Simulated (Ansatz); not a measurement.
System: sum formula Si2H4Cl, charge 0, multiplicity 2. It need not be the lowest isomer of its formula. 
Structure (B3LYP-D3(BJ)/def2-TZVP (Ansatz, a first-principles code) minimum search):
SMILES: [SiH2](Cl)[SiH2]
```xyz
7

Si    -1.8714    -0.3051    -0.1831
Si     0.3830    -0.7022     0.2553
Cl     1.4370     1.0385    -0.1541
H     -2.7134    -1.5227    -0.0529
H     -2.4422     0.8042     0.6205
H      0.8978    -1.7741    -0.6243
H      0.6672    -1.0591     1.6650
```
Charge 0, spin multiplicity 2.

Parts of the frozen-core correlation energy in aug-cc-pV(T+d)Z (Ansatz, hartree). Frozen orbitals: 15; correlated occupied orbitals by spin: 10 and 9; virtual: 232 and 233. UHF or UKS for open shells. Spin-orbit coupling is left out. No relativistic terms.

```
term                             value
-------------------------  -----------
reference (HF)             -1039.75787
MP2 opposite-spin                  ___
MP2 same-spin                 -0.08613
CCSD correlation                   ___
(T)                                ___
T1 diagnostic                    0.013
largest doubles amplitude        0.013
<S^2> of the reference           0.760
```

Problem. What belongs in the gaps?

Solution. 
- MP2 opposite-spin, value: -0.33805
- CCSD correlation, value: -0.47820
- (T), value: -0.01940
